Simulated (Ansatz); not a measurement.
H₉N₃Si₃, charge +1, doublet, at a GFN2-xTB geometry (a state made from the parent by changing its charge; the spin is typed, not shown lowest); HF/STO-3G (Ansatz, a quantum-chemistry and plane-wave program).

Input for Ansatz:
Ansatz 0.2 input:
```yaml
crystal:
  periodic: [false, false, false]
  atoms:
    - {symbol: Si, position_ang: [1.71385211, -0.42755707, -0.49283787]}
    - {symbol: N, position_ang: [0.47534955, -1.54825386, -0.01718312]}
    - {symbol: Si, position_ang: [-1.17564684, -1.32542320, 0.47338261]}
    - {symbol: N, position_ang: [-1.51369538, 0.37762369, 0.43528050]}
    - {symbol: Si, position_ang: [-0.53820527, 1.75298028, 0.01945526]}
    - {symbol: N, position_ang: [1.03834583, 1.17063016, -0.41809737]}
    - {symbol: H, position_ang: [2.06280046, -0.70545253, -1.88742259]}
    - {symbol: H, position_ang: [2.79609327, -0.50670246, 0.49019188]}
    - {symbol: H, position_ang: [0.77127140, -2.51209648, -0.02788022]}
    - {symbol: H, position_ang: [-2.03316799, -1.97820999, -0.51777040]}
    - {symbol: H, position_ang: [-1.29987518, -1.77945992, 1.85984407]}
    - {symbol: H, position_ang: [-2.45602413, 0.61270776, 0.70625796]}
    - {symbol: H, position_ang: [-0.39627887, 2.58428748, 1.21638576]}
    - {symbol: H, position_ang: [-1.12957168, 2.38553741, -1.16122871]}
    - {symbol: H, position_ang: [1.68475273, 1.89938872, -0.67837773]}
basis:
  gaussian:
    orbitals: STO-3G
hamiltonian:
  xc: hf
total_charge: 1
magnetization: {spin_polarized: true, initial_magnetization: 1}
accuracy: high
```

Q: What does Ansatz print? Leave out banner, timings and long lists.

A: 
```
Functional definition: HF
1167 factors; integrals over basis functions are off by at most 2.8e-9 eV
mean field evaluation 1: about -27838.7518 eV, gradient 2.2e1 eV
mean field evaluation 2: about -27838.8814 eV, gradient 2.2e1 eV
mean field evaluation 4: about -27842.1180 eV, gradient 1.2e0 eV
mean field evaluation 8: about -27842.1422 eV, gradient 3.4e-2 eV
mean field evaluation 16: about -27843.5165 eV, gradient 5.9e0 eV
mean field evaluation 32: about -27842.3603 eV, gradient 2.1e-1 eV
mean field evaluation 64: about -27843.8435 eV, gradient 2.2e-8 eV
mean field -27843.84352770 eV, -1023.2423764078 hartree, gradient 2.2e-8 eV, S^2 0.760942; 3 other end points of the search recorded, 0 dependent functions left out
reference -27843.84352770 eV, -1023.2423764078 hartree; 36, 35 occupied and 15, 16 virtual orbitals, 1167 factors
Total energy: -27843.84352770 eV, -1023.2423764078 hartree
```
